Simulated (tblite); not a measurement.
Species: C5H7ClN2Si.
Structure used (GFN2-xTB), in Å, numbered top down from 1:
```
atom  x, y, z in Å
C1    -3.2282   -0.5635   -0.2319
C2    -2.1188   -0.6740    0.4879
C3    -0.8171   -0.1972    0.0776
C4    -0.4441    0.4828   -1.1120
C5     0.8997    0.6831   -0.9589
Cl6    2.0472    1.4353   -1.9652
N7     1.2952    0.1620    0.2279
Si8    2.9128    0.1228    0.9258
N9     0.2397   -0.3734    0.8550
H10   -4.1709   -0.9394    0.1262
H11   -3.2374   -0.0952   -1.2015
H12   -2.1270   -1.1475    1.4596
H13   -1.0600    0.7733   -1.9358
H14    2.7004   -0.5603    2.1901
H15    3.3449    1.5131    1.0594
H16    3.7561   -0.6128   -0.0157
```

Calculated harmonic vibrations of the isolated species, GFN2-xTB (tblite), most abundant isotopes, no scaling. Errors from tens to a few hundred cm⁻¹ against measured bands are possible. Modes of hydrogen on silicon can be 10 to 20 % off. One conformer, not necessarily the lowest.

Harmonic wavenumbers (cm⁻¹): 66.2, 109.2, 113.2, 139.5, 149.5, 155.7, 303.3, 312.6, 425.7, 449.0, 525.8, 566.0, 577.5, 590.5, 615.4, 708.7, 727.0, 741.7, 763.5, 786.5, 787.3, 888.7, 990.6, 1009.2, 1012.8, 1035.1, 1103.7, 1234.2, 1264.4, 1322.6, 1396.3, 1403.3, 1470.3, 1526.0, 1679.5, 2276.7, 2283.4, 2371.2, 3078.9, 3109.6, 3135.1, 3198.5.

A = 2064, B = 782.5, C = 571.1 MHz; mass 158.007 u (most abundant isotopes); point group Cs, symmetry number 1.

Problem. What is the zero-point energy?

Solution. ½Σν̃ = 23202 cm⁻¹ = 66.34 kcal/mol.

Problem. Entropy at 273.15 K, 1 bar (ideal gas, RRHO, classical rotation)?

Solution. Translation 40.67, rotation 29.97, vibration 25.41: S = 96.1 cal/(mol K).

Problem. And Cp and H(273.15 K) − H(0)?

Solution. Cp = 36.14 cal/(mol K), of which vibrations give 28.19 (their classical limit is 42 R = 83.5); H(273.15 K) − H(0) = 5.99 kcal/mol without the zero-point energy, 3.82 from vibrations.

Problem. How do the functions run with temperature in this model?

Solution. 
```json
{"T (K)": "100", "S (cal/(mol K))": "70.1", "Cp (cal/(mol K))": "18.6", "H − H(0) (kcal/mol)": "1.27", "G − H(0) (kcal/mol)": "-5.74", "ln q(vib)": "1.35"}
{"T (K)": "200", "S (cal/(mol K))": "86.0", "Cp (cal/(mol K))": "28.6", "H − H(0) (kcal/mol)": "3.62", "G − H(0) (kcal/mol)": "-13.58", "ln q(vib)": "3.87"}
{"T (K)": "300", "S (cal/(mol K))": "99.6", "Cp (cal/(mol K))": "38.8", "H − H(0) (kcal/mol)": "7.00", "G − H(0) (kcal/mol)": "-22.87", "ln q(vib)": "6.44"}
{"T (K)": "500", "S (cal/(mol K))": "123.3", "Cp (cal/(mol K))": "54.4", "H − H(0) (kcal/mol)": "16.44", "G − H(0) (kcal/mol)": "-45.23", "ln q(vib)": "11.55"}
{"T (K)": "800", "S (cal/(mol K))": "152.2", "Cp (cal/(mol K))": "68.1", "H − H(0) (kcal/mol)": "35.03", "G − H(0) (kcal/mol)": "-86.74", "ln q(vib)": "18.71"}
{"T (K)": "1000", "S (cal/(mol K))": "168.0", "Cp (cal/(mol K))": "73.6", "H − H(0) (kcal/mol)": "49.23", "G − H(0) (kcal/mol)": "-118.80", "ln q(vib)": "23.04"}
```

q(vib) and H(0) count from the zero-point level.

Problem. Blend soft modes into free rotors: weight 1/[1 + (100 cm⁻¹/ν̃)⁴] for the oscillator and the rest for a rotor with moment μB/(μ + B), μ = h/(8π²ν), B = 10⁻⁴⁴ kg m². What vibrational entropy results?

Solution. 24.25 cal/(mol K) in place of 25.41, which changes −T·S at 273.15 K by +0.32 kcal/mol.

Hindered rotation and anharmonicity are outside this model. Other conformers, if any are populated, would add a mixing term that is left out.

On an Arm Neoverse N1 with one thread, no GPU, shared host with 64 logical CPUs at a one-minute load of 60, this took 1.2 s wall. This covers the Hessian and the dipole derivatives.
